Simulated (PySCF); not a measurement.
A GIAO shielding run with PySCF 2.14.0 with density-fitted response routines (density fitting, non-relativistic, gas phase) on `FC(F)[C@@H]1O[Si@@H](F)O[SiH2]1`, C2H5F3O2Si2:

```
$ OMP_NUM_THREADS=1 python probes_run.py task.json out

{"job": {"kind": "nmr", "xc": "PBE0", "basis": "pcSseg-1"}, "charge": 0, "multiplicity": 1}
F     -2.717257    -0.513348     0.629577
C     -1.449389    -0.816367     0.998910
F     -1.165521    -0.009748     2.054324
C     -0.490586    -0.559416    -0.149548
O      0.767647    -1.106208     0.195985
Si     1.957561    -0.062936     0.549070
F      3.208062    -0.430776    -0.366485
O      1.326414     1.353908     0.038322
Si    -0.219014     1.337090    -0.479335
H     -1.430812    -1.853886     1.365110
H     -0.868769    -1.118822    -1.010978
H      2.330296     0.017319     1.932530
H     -0.245631     1.594677    -1.911399
H     -1.003679     2.168040     0.411776
```

Hardware: 1 thread of an Arm Neoverse N1, shared host. The job also computes population analyses, field gradients, ring-centre shieldings.

**Question.** How large is the calculation?

**Answer.** 88 electrons, 192 basis functions and 1047 auxiliary functions.

**Question.** How long does it take, and how much memory does it need?

**Answer.** 56 s of wall time, with 13 SCF cycles and 4 response iterations; peak memory 0.84 GiB. Times on a shared host scatter by some tens of per cent.
